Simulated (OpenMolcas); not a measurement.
**Au III: effect of the basis set**

```yaml
Program: OpenMolcas
Method: "SS-CASPT2, IPEA 0.25 Eh, imaginary shift 0.1 Eh (closed shells correlated: 5s 5p)"
Active_space: 9 electrons in 6 orbitals (5d 6s)
State_averaging: 2S+1 = 2 even, 30 roots; 2S+1 = 4 even, 10 roots kept (CI in the orbitals of an earlier block)
Spin-orbit_coupling: state interaction with AMFI integrals over the reference wave functions, term energies averaged over their components
```

A. ANO-R1 [7s5p4d2f], X2C, finite nucleus; CASPT2 step of the order of 6 core-seconds
B. ANO-RCC-VDZP [7s6p4d2f], DKH2, point nucleus; CASPT2 step about 8 core-seconds
C. ANO-R2 [8s6p5d3f1g], X2C, finite nucleus; CASPT2 step roughly 22 core-seconds
D. ANO-RCC-VTZP [8s7p5d3f1g], DKH2, point nucleus; CASPT2 step about 13 core-seconds
E. ANO-RCC-VQZP [9s8p6d4f2g1h], DKH2, point nucleus; CASPT2 step roughly 50 core-seconds
F. ANO-R3 [9s7p6d4f2g2h], X2C, finite nucleus; CASPT2 step of the order of 25 core-seconds

Energies in cm-1 above 5d9 2D 5/2, the measured ground level; measured values from Iglesias, J. Res. Natl. Bur. Stand. 64A, 481 (1960).

```json
{"Level": "5d9 2D 5/2", "A": "0.0", "B": "0.0", "C": "0.0", "D": "0.0", "E": "0.0", "F": "0.0", "Measured": "0.0"}
{"Level": "5d9 2D 3/2", "A": "13700", "B": "13810", "C": "13040", "D": "13190", "E": "13140", "F": "13260", "Measured": "12694"}
{"Level": "5d8 6s 4F 9/2", "A": "31430", "B": "26570", "C": "27480", "D": "27310", "E": "27640", "F": "27720", "Measured": "29754"}
{"Level": "5d8 6s 4F 7/2 [62 %]", "A": "36720", "B": "31880", "C": "32700", "D": "32400", "E": "32630", "F": "32750", "Measured": "35077"}
{"Level": "5d8 6s 4F 5/2 [62 %]", "A": "46650", "B": "42020", "C": "41970", "D": "41890", "E": "42130", "F": "42320", "Measured": "44426"}
{"Level": "5d8 6s 2F 7/2 [59 %]", "A": "47940", "B": "43190", "C": "43590", "D": "43230", "E": "43360", "F": "43610", "Measured": "45740"}
{"Level": "5d8 6s 4P 1/2", "A": "53060", "B": "48770", "C": "47610", "D": "47640", "E": "47800", "F": "47840", "Measured": "49439"}
{"Level": "5d8 6s 2G 9/2", "A": "61670", "B": "57340", "C": "56090", "D": "56170", "E": "56140", "F": "56160", "Measured": "57819"}
{"Level": "5d8 6s 2G 7/2", "A": "62110", "B": "57770", "C": "56560", "D": "56610", "E": "56570", "F": "56610", "Measured": "58585"}
{"Level": "5d8 6s 2P 1/2", "A": "62300", "B": "57920", "C": "56390", "D": "56200", "E": "56310", "F": "56430", "Measured": "58327"}
```

Deviations, from unrounded energies. A percentage is the sum of absolute deviations over the sum of measured energies, with the sign that they share, or ± where signs differ.

| Against measurement | Levels | A | B | C | D | E | F |
| --- | --- | --- | --- | --- | --- | --- | --- |
| mean absolute deviation (cm-1) | 9 | 2600 | 1600 | 1900 | 2000 | 1900 | 1800 |
| fine structure of the ground term (%) | 1 | +8.0 | +8.8 | +2.7 | +3.9 | +3.5 | +4.4 |
| other configurations (%) | 8 | +6.0 | -3.6 | -4.4 | -4.7 | -4.4 | -4.1 |

B lies closest to measurement on these levels and A furthest from it. The largest miss of B in the table is 5d8 6s 4F 7/2 [62 %], by -3200 cm-1. The ranking rests on the paired levels alone, and a cruder setting can come out closer through cancelling errors.

The two smallest mean deviations differ by little beside CASPT2's spread within terms, so their order carries little weight.

Among A to F the level of the table that moves most is 5d8 6s 2P 1/2, by 6100 cm-1 (lowest in D, highest in A). Moves below CASPT2's spread within the term are not significant.

CASPT2 breaks the degeneracy within a term, and the mean is taken; among the terms shown or strongly mixed into the levels shown the widest spread is 670 cm-1 (5d8 6s 2G, E). Terms from blocks run as CI alone lack orbitals of their own. A single d shell beside an s shell can misplace configurations of different d count against each other. The CASPT2 spread within a term exceeds the gap to the next term for 5d8 6s 2G and 5d8 6s 2P, so the order of their levels is uncertain (figures for A; the like holds for B, E, F). Computed and measured levels are paired by configuration, term and J; levels that our copy of the source lacks, or whose pairing is in doubt (as where it misses far off the trend of its configuration), stay unpaired and out of the deviations. Levels of configurations outside the active space are missing. Levels that lie high or do not pair safely by name in every column are left out.

A share in square brackets marks a mixed level and gives the weight of the term that names it, the lowest over the columns.
